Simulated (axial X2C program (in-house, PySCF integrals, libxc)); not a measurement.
# Low determinants of MoP⁻ at the PBE0 level, 2c

All values were computed with an axial X2C code built on PySCF integrals. Two-component (2c) means X2C with spin–orbit coupling and atomic mean-field two-electron Coulomb and Gaunt terms. Basis: Mo dyall-acv3z [12s13p10d5f3g], P dyall-av3z [9s8p3d2f] (cores contracted in-house); Gaussian nuclei, density fitting, unrestricted open shells. Masses: Mo 97.905 u, P 30.974 u.

Search at 2.230 Å (vertical energies from the lowest determinant):

```tsv
ΔE (eV)	state	electrons beyond evenly filled partner blocks	electrons in ±ω = 1/2, 3/2, 5/2, 7/2
0.00	Ω = 1	ω = -3/2, ω = 5/2	40 15 3 0
0.06	Ω = 3	ω = 1/2, ω = 5/2	39 16 3 0
0.32	Ω = 2	2 × ω = 1/2, ω = -3/2, ω = 5/2	40 15 3 0
0.92	Ω = 0	ω = -1/2, 2 × ω = 3/2, ω = -5/2	39 16 3 0
1.26	Ω = 0	none	40 16 2 0
1.34	Ω = 0	2 × ω = 1/2, ω = 3/2, ω = -5/2	40 15 3 0
1.41	Ω = 4	ω = 3/2, ω = 5/2	40 15 3 0
```

Lowest determinant, Ω = 1 (⟨Sz⟩ = 2.00, ⟨Lz⟩ = -1.00 at PBE0): Re = 2.169 Å, ωe = 432.2 cm⁻¹.

The determinant in row 2 of the search, Ω = 3 (⟨Sz⟩ = 2.00, ⟨Lz⟩ = 1.00 at PBE0), was followed along the bond at PBE0; measured from the minimum of the lowest determinant it gives:

Te = 0.063 eV (506 cm⁻¹), Re = 2.171 Å, ωe = 427.2 cm⁻¹.

**Question.** Compare the bond of the determinant in row 2 with that of the lowest one.

**Answer.** At PBE0 its Re is 0.002 Å longer and its force constant, which goes as ωe², is 0.98 times that of the lowest determinant. T0 ≈ Te + Δωe/2 = 506 + (-2) = 504 cm⁻¹.

The search compares states at one distance, so a state with another bond length can lie lower; it is not exhaustive and yields mostly the lowest determinant of each block pattern, so other components and higher states of one pattern are missing. These are energies of single determinants, not of spin-adapted states; PBE0 term energies can be off by some tenths of an eV, and the functional has no current term. Open-shell Ω = 0 determinants with evenly filled partner blocks cannot be reached by this program, so the Ω shown need not be the lowest component. The lowest determinant need not be the ground state where others lie within half an eV. For an anion, determinants above electron detachment are held by the basis set. The highest occupied level of some functionals is positive through self-interaction error; at Hartree–Fock it is bound. Row 1 has a positive highest level at its minimum. Row 2 has a positive highest level at its minimum.
